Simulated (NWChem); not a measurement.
Isomers of C2H5F3Si, each optimised at PBE0/def2-SVP with NWChem, gas phase unless a solvent is named. Flexible species stand in one conformer each, which need not be the lowest.  Shieldings are non-relativistic GIAO values without spin-orbit effects.

A: CC(F)(F)[SiH2]F
B: [SiH2](F)CC(F)F
C: C[Si@H](C(F)F)F
D: C[C@@H](F)[SiH](F)F

### Question
Rank them by 29Si shift against tetramethylsilane, PBE0/pcSseg-1 (ppm), lowest first.

### Answer
D (-14.2), A (-6.7), B (3.8), C (11.4)
